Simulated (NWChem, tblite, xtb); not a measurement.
**C2H8BNS (SMILES CCB(N)S): methods side by side**

C2H8BNS has 13 atoms, charge 0, and is taken as a singlet. SMILES: `CCB(N)S`. The coordinates come from a PBE0-D4/def2-TZVP relaxation. This is one conformer, not always the lowest.

```xyz
13

C    -1.4241   -0.8226    0.0988
C    -0.4615    0.0464   -0.7009
B     0.8709    0.4567    0.0369
N     1.1482    0.0427    1.3414
S     2.1247    1.5028   -0.7916
H    -2.3217   -1.0669   -0.4738
H    -0.9613   -1.7704    0.3897
H    -1.7534   -0.3195    1.0127
H    -0.9691    0.9643   -1.0222
H    -0.1902   -0.4619   -1.6345
H     0.5099   -0.5325    1.8629
H     1.9841    0.2824    1.8450
H     1.4638    1.6436   -1.9495
```

Each level gives the dipole moment (D). The values are calculated.

```json
{"level": "GFN2-xTB", "kind": "semi-empirical", "program": "tblite", "value (D)": "2.77", "CPU time": "under 2 s"}
{"level": "GFN0-xTB", "kind": "semi-empirical", "program": "xtb", "value (D)": "2.37", "CPU time": "under 2 s"}
{"level": "GFN1-xTB", "kind": "semi-empirical", "program": "xtb", "value (D)": "1.64", "CPU time": "under 2 s"}
{"level": "IPEA1-xTB", "kind": "semi-empirical", "program": "tblite", "value (D)": "2.13", "CPU time": "under 2 s"}
{"level": "HF/STO-3G", "kind": "Hartree–Fock", "program": "NWChem", "value (D)": "1.31", "CPU time": "4.8 s"}
{"level": "HF/3-21G", "kind": "Hartree–Fock", "program": "NWChem", "value (D)": "2.63", "CPU time": "5.9 s"}
{"level": "HF/def2-SVP", "kind": "Hartree–Fock", "program": "NWChem", "value (D)": "1.88", "CPU time": "20 s"}
{"level": "B3LYP/6-31G* (spherical functions)", "kind": "global hybrid", "program": "NWChem", "value (D)": "2.03", "CPU time": "35 s"}
{"level": "B3LYP/6-31G* (Cartesian functions)", "kind": "global hybrid", "program": "NWChem", "value (D)": "2.03", "CPU time": "40 s"}
{"level": "PBE0/def2-SVP", "kind": "global hybrid", "program": "NWChem", "value (D)": "1.81", "CPU time": "25 s"}
```

The values span 1.31 to 2.77 D. Magnitudes only. Sets without polarisation functions give poor dipoles. Without the sets that lack polarisation functions the rows with a basis span only 1.81 to 2.03 D. Times are those of the runs behind each value, whatever else they computed, on shared processors of several kinds: orders of magnitude only.
